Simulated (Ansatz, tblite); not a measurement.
Cost and result up the ladder for AlSe₃ (the lowest doublet isomer of a short search) (4 atoms). Charge 0, multiplicity 2. Geometry: PBE-D4/def2-SVP.

Cartesian coordinates in Å:
```
Al -0.076 0.281 -0.385
Se -0.958 -0.931 1.467
Se -0.303 1.879 -1.883
Se 1.337 -1.228 0.801
```

Ansatz; hardware A = 2 threads of AMD EPYC 7R13 on a shared host; B = 2 threads of AMD EPYC 7R13 on a shared host and a share (18 GiB) of an NVIDIA H100 80GB HBM3; xTB runs through tblite on one thread. Times are rough, summed over both states, and most runs start from the orbitals of an earlier one. B2PLYP/def2-TZVP serves as the yardstick here, not as an exact answer. Differences are given only for rows in sets of like size (and for xTB, whose basis is part of the method), since another set adds its own error. The other state is a quartet at its own geometry, which has other bonds, so the gap mixes isomer and spin.

The 6-31G sets use Cartesian d functions. The xTB rows come from tblite. B3LYP takes the VWN-RPA correlation. Correlated methods freeze 32 core orbitals; core or outer-core shells of Se are correlated, in sets that lack core-valence functions. The rows differ in basis, and correlated rows in double-zeta sets carry the largest basis error. In CCSD on the charge 0 quartet the largest single amplitude is 0.38, so its Hartree–Fock determinant may place the open shell otherwise than the density functionals do. HOMO above LUMO, or a gap near zero within one spin, warns that the state may not be the lowest or that an electron is smeared out. The structure comes from a short search, and lower isomers may exist.

Correlated methods converge slowly with the basis, most of all in double-zeta sets (MP2 moves by 0.27 eV from def2-SVP to def2-TZVP here).

xTB has no spin-polarisation term.

```tsv
level	functions	wall time	quartet − doublet (eV)	difference from B2PLYP/def2-TZVP (eV)	remarks
GFN1-xTB	36	0.01 s	1.98	0.81	–
GFN2-xTB	36	0.017 s	1.34	0.17	–
CCSD(T)/def2-SVP [B]	114	8.1 s	0.92	–	–
PBE-D4/def2-TZVP [A]	181	14 s	1.22	0.05	gap within one spin near zero (doublet)
HF/6-31G [A]	100	14 s	-0.86	–	–
B3LYP-D4/6-31G [A]	100	14 s	0.49	–	–
PBE0-D4/def2-TZVP (with forces) [A]	181	32 s	1.08	-0.09	–
MP2/def2-TZVP [A]	181	41 s	1.66	0.48	–
r2SCAN-D4/def2-TZVP [A]	181	41 s	1.11	-0.07	gap within one spin near zero (doublet)
BHLYP-D4/def2-TZVP [A]	181	79 s	0.81	-0.36	–
B2PLYP/def2-TZVP [A]	181	1.7 min	1.17	0.00	–
```
